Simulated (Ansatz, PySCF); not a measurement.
C₂H₆AlFO. Atoms are numbered in the order given.

```xyz
11

Al    -0.4472    -1.0744     0.0000
H     -2.0123    -1.0262     0.0000
F      0.2894    -2.5651     0.0000
O      0.5706     0.2600     0.0000
C      0.7285     1.6488     0.0000
C     -0.5935     2.4044     0.0000
H      1.3248     1.9403    -0.8851
H      1.3248     1.9403     0.8851
H     -1.1906     2.1528    -0.8920
H     -0.4223     3.4929     0.0000
H     -1.1906     2.1528     0.8920
```

Geometry optimised at B3LYP-D3(BJ)/def2-SVP. The structure was generated by enumeration; whether it is a known compound was not checked. One conformer was computed; it need not be the lowest.

Vertical ionisation energy (IE) and electron affinity (EA) in eV. Rows of orbital energies are one-electron estimates. Where ΔSCF, EOM or ADC give a negative EA the extra electron is unbound and the value depends on the basis.

```csv
level,IE,EA
"−ε(HOMO), −ε(LUMO), HF/def2-TZVP (PySCF)",12.07,-2.06
"−ε(HOMO), −ε(LUMO), PBE/def2-TZVP (PySCF)",6.81,1.23
"ΔSCF, PBE0/def2-SVPD (Ansatz), final states of multiplicity 2 and 2",10.52,-0.80
"ΔSCF, PBE/def2-SVPD (Ansatz), final states of multiplicity 2 and 2",10.16,-0.66
```

Task: What vertical singlet–triplet gap does ΔSCF give with PBE0/def2-SVPD (Ansatz, a quantum-chemistry and plane-wave program) and with PBE/def2-SVPD (Ansatz)? (The exact figures need the calculation; the answer reports its results.)

Result: 6.21 and 5.76 eV (triplet above singlet where positive).
